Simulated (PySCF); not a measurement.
Bonds: Si1-S4 2.157 Å, Si1-S12 2.148 Å, S4-Si5 2.152 Å, Si5-S8 2.154 Å, S8-Si9 2.153 Å, Si9-S12 2.152 Å. Si1 carries H2, H3; Si5 carries H6, H7; Si9 carries H10, H11.

Geometry: PBE0-D3(BJ)/def2-SVP; GIAO shifts from PySCF 2.14, gas phase, non-relativistic, averaged over equivalent atoms.

At PBE0/pcSseg-1 (174 basis functions, 70 s wall time on 1 thread of an Intel Xeon, shared host):
```json
{"atoms": "Si1/Si5/Si9", "δ (ppm)": "-13.5"}
{"atoms": "H2/H3/H6/H7/H10/H11", "δ (ppm)": "5.50"}
{"atoms": "S4/S8/S12", "δ (ppm)": "-233.3"}
```

References, each an isolated molecule treated in the same way: TMS for 29Si (351.99 ppm) and 1H (31.27 ppm); CS2 for 33S (495.66 ppm).

Problem. Estimate the result of repeating the calculation with B3LYP/pcSseg-1.

Solution. 
```csv
atoms,δ at B3LYP/pcSseg-1,change
Si1/Si5/Si9,-12.4,+1.1
H2/H3/H6/H7/H10/H11,5.41,-0.09
S4/S8/S12,-217.8,+15.5
```

Scale: TMS for 29Si (σ = 337.86 ppm) and 1H (σ = 31.38 ppm); 33S (σ = 485.41 ppm) vs CS2 (reference shieldings calculated alike).

The largest change is at S4/S8/S12 (sulfur bonded to 2 Si). Cost: 174 basis functions, 44 s wall time on 1 thread of an Intel Xeon, shared host.

The averaged S atoms aren't alike in the static structure (σ from 703 to 742 ppm); the average presumes fast exchange among these sites.
